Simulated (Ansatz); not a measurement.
Cost and result for the atomization energy of FGeH5OSi (`F[SiH2][O][GeH3]`) (9 atoms, 8 bonds).

```xyz
9

F     0.6275   -2.1442   -0.8070
Si    1.2752   -0.7095   -0.5278
O     0.1326    0.4304   -0.5227
Ge   -1.2822    0.8321    0.4846
H     2.2197   -0.4246   -1.6276
H     1.9419   -0.8102    0.7932
H    -1.0138    0.3241    1.9104
H    -2.5019    0.1431   -0.1394
H    -1.3989    2.3589    0.4363
```

The species carries charge 0 and has multiplicity 1. Correlated methods include outer-core shells of Ge, which these sets cover unevenly. Scalar relativity is left out up to krypton. Geometry: relaxed with PBE0-D4/def2-TZVP. It is one conformer, not always the lowest. Program: Ansatz. All runs use 4 threads of a server CPU on a shared host. Times are those of one run each, without the atoms' runs, and a repeat can differ threefold. Electronic energies, without spin–orbit coupling; frozen cores. CCSD(T)/CBS adds CCSD(T) − MP2 in def2-TZVPP to the MP2 limit, and its time is that of the two runs behind it. T1 = 0.012. With those shells the extrapolation isn't a true limit. B3LYP takes the VWN-RPA correlation (the form of Gaussian; ORCA's B3LYP/G).

CCSD(T)/CBS is a level of theory with its own doubt, some kJ/mol a heavy atom from the limit and from the frozen cores, so smaller differences don't rank the functionals.

```json
{"level": "PBE-D4/def2-TZVPP (with forces)", "functions": "222", "wall time": "2.5 s", "atomization (kcal/mol)": "710.0", "difference from CCSD(T)/CBS": "-12.4", "per bond": "-1.6"}
{"level": "PBE0-D4/def2-TZVPP", "functions": "222", "wall time": "3.1 s", "atomization (kcal/mol)": "700.9", "difference from CCSD(T)/CBS": "-21.5", "per bond": "-2.7"}
{"level": "B3LYP-D4/def2-TZVPP (with forces)", "functions": "222", "wall time": "4.5 s", "atomization (kcal/mol)": "711.2", "difference from CCSD(T)/CBS": "-11.2", "per bond": "-1.4"}
{"level": "r2SCAN-D4/def2-TZVPP (with forces)", "functions": "222", "wall time": "5 s", "atomization (kcal/mol)": "715.9", "difference from CCSD(T)/CBS": "-6.5", "per bond": "-0.8"}
{"level": "B2PLYP/def2-TZVPP", "functions": "222", "wall time": "5.5 s", "atomization (kcal/mol)": "708.3", "difference from CCSD(T)/CBS": "-14.1", "per bond": "-1.8"}
{"level": "ωB97X-V/def2-TZVPP", "functions": "222", "wall time": "8.5 s", "atomization (kcal/mol)": "721.2", "difference from CCSD(T)/CBS": "-1.2", "per bond": "-0.2"}
{"level": "ωB97M-V/def2-TZVPP (with forces)", "functions": "222", "wall time": "13 s", "atomization (kcal/mol)": "714.9", "difference from CCSD(T)/CBS": "-7.5", "per bond": "-0.9"}
{"level": "MP2/def2-QZVPP", "functions": "423", "wall time": "21 s", "atomization (kcal/mol)": "724.6", "difference from CCSD(T)/CBS": "2.2", "per bond": "0.3"}
{"level": "CCSD(T)/def2-TZVPP", "functions": "222", "wall time": "2.5 min", "atomization (kcal/mol)": "704.6", "difference from CCSD(T)/CBS": "-17.8", "per bond": "-2.2"}
{"level": "CCSD(T)/CBS(def2)", "functions": "–", "wall time": "2.9 min", "atomization (kcal/mol)": "722.4", "difference from CCSD(T)/CBS": "0.0", "per bond": "0.0"}
```

The D4 term adds +6.5 kcal/mol with B3LYP and +3.4 kcal/mol with PBE0; it sums over pairs of atoms, weighted by their polarisabilities, and B3LYP, whose exchange is more repulsive, gets the larger term. In def2-TZVPP, CCSD(T) changes the Hartree–Fock value by +172.7 kcal/mol (the triples alone add +8.3 kcal/mol) and MP2 by +181.7 kcal/mol; breaking electron pairs costs correlation energy, which Hartree–Fock lacks. From PBE to PBE0 (25 % exact exchange), in def2-TZVPP and without D4, the atomization energy moves by −8.4 kcal/mol: exact exchange takes away binding that semilocal exchange gives to molecules.
